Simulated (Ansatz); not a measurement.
C2H9OSbSi (`C[O][Sb]([CH3])[SiH3]`) at its PBE0-D4/def2-TZVP geometry, where that method's forces vanish. Total charge 0; spin multiplicity 1. Sb: def2 effective core potential.

```xyz
14

C     0.7728   -2.1779   -0.8772
O     0.8346   -0.7772   -0.8027
Sb   -0.8803    0.2234   -0.7901
C     0.1621    2.0976   -0.8822
Si   -1.0331    0.2752    1.7981
H     1.7934   -2.5537   -0.9922
H     0.3500   -2.6277    0.0322
H     0.1838   -2.5315   -1.7349
H     1.0754    2.0048   -0.2952
H    -0.4616    2.8948   -0.4754
H     0.4076    2.3227   -1.9193
H     0.2173    0.8373    2.3776
H    -1.2358   -1.1012    2.3276
H    -2.1863    1.1134    2.2336
```

(1) What forces (eV/Å) does B3LYP-D4/def2-TZVPP give on these atoms in Ansatz 0.2.0? (Best estimate.)

Answers

(1) Computed: 
```
C1   0.068 -0.365 -0.020
O2   0.228  0.107  0.012
Sb3 -0.417 -0.020 -0.141
C4   0.153  0.260 -0.015
Si5 -0.014 -0.004  0.234
H6  -0.055  0.003  0.006
H7   0.019  0.015 -0.046
H8   0.029  0.010  0.042
H9  -0.053  0.024 -0.044
H10  0.047 -0.033 -0.028
H11 -0.006  0.000  0.068
H12 -0.079 -0.035 -0.028
H13  0.013  0.085 -0.024
H14  0.068 -0.049 -0.017
```

B3LYP here is the variant with VWN-RPA as its local correlation; programs differ in this.
